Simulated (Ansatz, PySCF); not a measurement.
This PySCF input computes a CAM-B3LYP/def2-TZVPD energy:

```python
from pyscf import gto, scf, dft

mol = gto.M(
    atom='''
    In   -0.00000000   -0.00000000   -0.61884241
    Cl    0.00000000    0.00000000    1.78372224
    ''',
    basis='def2-tzvpd',
    ecp='def2-tzvp',
    charge=0,
    spin=2,
    symmetry='C2v',
    verbose=4,
)

mf = dft.UKS(mol, xc='camb3lyp').density_fit(auxbasis='def2-universal-jkfit')
mf.grids.level = 3
mf.conv_tol = 1e-9
mf.max_cycle = 100
mf.max_memory = 1500
mf.kernel()
if not mf.converged:
    mf = mf.newton()
    mf.kernel(mf.make_rdm1())
mf.analyze()
```

**Question.** Write an input for the same energy in Ansatz (an electronic-structure program) and say what it gives.

**Answer.** 
Ansatz 0.2 input:
```yaml
crystal:
  periodic: [false, false, false]
  atoms:
    - {symbol: In, position_ang: [-0.00000000, -0.00000000, -0.61884241]}
    - {symbol: Cl, position_ang: [0.00000000, 0.00000000, 1.78372224]}
basis:
  gaussian:
    orbitals: def2-TZVPD
hamiltonian:
  xc: {name: CAM-B3LYP}
magnetization: {spin_polarized: true, initial_magnetization: 2}
output: {forces: true}
```
It gives -650.29359 Eh, and PySCF -650.29364 Eh, a difference of 0.05 mEh, from the treatment of integrals and grids.

This is an excited triplet: at this geometry the singlet lies 3.24 eV lower at CCSD(T)/CBS(def2-TZVPPD,def2-QZVPPD).
